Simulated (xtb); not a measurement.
Si(Me)(OH)3 (CH6O3Si), SMILES C[Si](O)(O)O. All values are semi-empirical tight-binding results from xtb (GFN2-xTB unless named), good for trends rather than for accurate numbers. Geometry optimised at GFN2-xTB. Other conformers were not sampled.

Task: Estimate the properties. (The exact figures need the calculation; the answer reports its results.)

Result: 
| Property | Result |
|---|---|
| point group as xtb finds it | C3 |
| orbital gap | 8.60 eV |
| dipole moment | 0.92 D |
| zero-point energy | 48.9 kcal/mol |
| G − E(el) at 298.15 K (modified RRHO) | 29.8 kcal/mol |
| static polarisability (D4 model) | 62.3 bohr³ |
| solvation energy, GFN2-xTB/ALPB(water) | -11.5 kcal/mol |
| solvation energy, GFN2-xTB/ALPB(dmf) | -13.5 kcal/mol |
